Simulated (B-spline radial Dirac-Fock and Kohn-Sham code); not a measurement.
**Form factor and incoherent scattering function of Yb²⁺**

System: Yb²⁺, configuration 1s2 2s2 2p6 3s2 3p6 3d10 4s2 4p6 4d10 4f14 5s2 5p6, inside a Watson sphere of charge -2 and radius 2.7 Å (a model of the Madelung potential; inside it an electron's potential energy is raised by 10.7 eV).

The computed values come from an atomic code on a B-spline grid: configuration-average Dirac-Fock orbitals. f₀ is the Fourier transform of the spherical electron density, S the Waller-Hartree incoherent function, and s = sin θ/λ.

```csv
s (Å⁻¹),f₀,S
0,68.000,0.000
0.05,67.357,0.726
0.1,65.531,2.640
0.15,62.796,5.162
0.2,59.499,7.788
0.25,55.970,10.279
0.3,52.457,12.597
0.35,49.114,14.764
0.4,46.010,16.792
0.45,43.163,18.679
0.5,40.558,20.429
0.6,35.968,23.585
0.7,32.051,26.409
0.8,28.694,28.996
0.9,25.838,31.384
1,23.445,33.601
1.1,21.470,35.675
1.2,19.857,37.626
1.4,17.452,41.179
1.6,15.735,44.236
1.8,14.338,46.785
2,13.063,48.884
2.5,10.119,52.765
3,7.788,55.513
3.5,6.266,57.620
4,5.364,59.290
5,4.360,61.742
6,3.578,63.404
```

f₀ starts at the number of electrons, 68, and has fallen to half at s ≈ 0.65 Å⁻¹. The sum of ⟨r²⟩ over the electrons is 35.40 bohr².
